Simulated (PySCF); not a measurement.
**Radial density of Ta²⁹⁺ (tantalum, charge +29)**

r2SCAN, [Kr] 4d8, high-spin 3F determinant. Computed with PySCF 2.14 in an uncontracted even-tempered set (19 s from 2.3 bohr⁻², ratio 2.5; 14 p from 3 bohr⁻², ratio 2.5; 9 d from 3 bohr⁻², ratio 2.5; 4 f from 16 bohr⁻², ratio 2.7; 3 g from 24 bohr⁻², ratio 2.7), with the spin-free X2C one-electron Hamiltonian (Gaussian nucleus).

```tsv
r (bohr)	4πr²ρ (e/bohr)	4πr²(ρα − ρβ)
0.0142	100.2	0.0007
0.0239	87.69	0.0157
0.0402	114.8	0.1591
0.0675	129.0	0.9419
0.114	104.6	2.2149
0.191	106.6	0.3234
0.321	46.21	3.3249
0.541	34.72	4.2785
0.909	0.9475	0.1405
1.53	0.0007228	0.0001
```

Densities and radii are taken from the X2C orbitals without a picture-change correction, which distorts them close to the nucleus.

Spin-orbit coupling is strong in this species (close to jj coupling), so the high-spin LS determinant is a model state, not a physical level.
